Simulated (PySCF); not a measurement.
C3H7BFNO, SMILES C(=C\C)/OB(N)F. Heavy atoms are numbered as in [CH3:1]/[CH:2]=[CH:3]/[O:4][B:5]([NH2:6])[F:7]. Hydrogens are named by the atom that carries them.

Coordinates come from a r2SCAN-D4/def2-SVP optimisation. The structure was generated by enumeration; whether it is a known compound was not checked. Other conformers were not sampled.

Computed with KT2/pcSseg-1 (PySCF).

GIAO shieldings, no solvent; atoms alike by connectivity are averaged. δ = σ(ref) − σ: ¹³C against TMS (σ = 185.1 ppm); ¹⁷O against H2O (σ = 330.4 ppm); ¹¹B against BF3 (σ = 89.8 ppm); ¹⁵N against NH3 (σ = 266.2 ppm); ¹⁹F against CFCl3 (σ = 127.1 ppm); ¹H against TMS (σ = 31.47 ppm), references at their B3LYP-D3(BJ)/def2-TZVP geometries, non-relativistic.

```json
[
 {"nucleus": "¹³C", "atoms": "C3 (CH)", "count": "1", "δ (ppm)": "139.9"},
 {"nucleus": "¹³C", "atoms": "C2 (CH)", "count": "1", "δ (ppm)": "104.8"},
 {"nucleus": "¹³C", "atoms": "C1 (CH3)", "count": "1", "δ (ppm)": "17.4"},
 {"nucleus": "¹⁷O", "atoms": "O4", "count": "1", "δ (ppm)": "159.2"},
 {"nucleus": "¹¹B", "atoms": "B5", "count": "1", "δ (ppm)": "5.9"},
 {"nucleus": "¹⁵N", "atoms": "N6 (NH2)", "count": "1", "δ (ppm)": "51.1"},
 {"nucleus": "¹⁹F", "atoms": "F7", "count": "1", "δ (ppm)": "-184.1"},
 {"nucleus": "¹H", "atoms": "H on C3", "count": "1", "δ (ppm)": "7.15"},
 {"nucleus": "¹H", "atoms": "H on C2", "count": "1", "δ (ppm)": "5.45"},
 {"nucleus": "¹H", "atoms": "H on N6", "count": "2", "δ (ppm)": "2.25"},
 {"nucleus": "¹H", "atoms": "H on C1", "count": "3", "δ (ppm)": "1.99"}
]
```
